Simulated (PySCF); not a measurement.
O3Re (SMILES [O]=[Re](=[O])=[O]), doublet, geometry from GFN2-xTB (such geometries of metal compounds can be far from the true shape) (the multiplicity is a formal guess) (core potentials on Re). Base run: PBE/def2-SVP (PySCF).

The PySCF input:
```python
from pyscf import gto, scf, dft, solvent

mol = gto.M(
    atom='''
Re   -0.00000000    0.00000000   -0.00000000
O    -1.11919817   -1.20806922   -0.09827581
O    -0.12030461    1.31803860   -0.98488324
O     1.23950278   -0.10996938    1.08315905
''',
    basis='def2-svp',
    ecp={'Re': 'def2-svp'},
    spin=1,
    verbose=4,
)

mf = dft.UKS(mol)
mf.xc = 'pbe'
mf.kernel()
mf.analyze()
```

The base run was repeated with changes; each row names its change, and settings that it needs were set with it.

| change | ΔE vs base (kcal/mol) |
|---|---|
| base | 0.000 |
| model = IEF-PCM; solvent = tetrahydrofuran | -4.37 |
| model = COSMO; solvent = toluene | -2.51 |
| model = IEF-PCM; solvent = toluene; vdw_scale = 1.4 | -1.15 |
| model = IEF-PCM; solvent = chloroform | -3.80 |
| model = IEF-PCM; solvent = toluene; lebedev_order = 11 | -2.54 |
| model = ddCOSMO; solvent = toluene | -12.45 |
| model = C-PCM; solvent = toluene | -3.06 |
| model = IEF-PCM; solvent = toluene; r_probe = 0.5 | -0.89 |
| model = SS(V)PE; solvent = toluene | -2.49 |
| model = IEF-PCM; solvent = toluene; lebedev_order = 41 | -2.49 |
| model = IEF-PCM; solvent = toluene | -2.50 |

The base is the gas phase, so ΔE is the electrostatic part of solvation at a fixed geometry, without cavity and dispersion terms.

Open shells are given as the SCF converged; they aren't shown to be the lowest states, and a large step between rows can be another state.
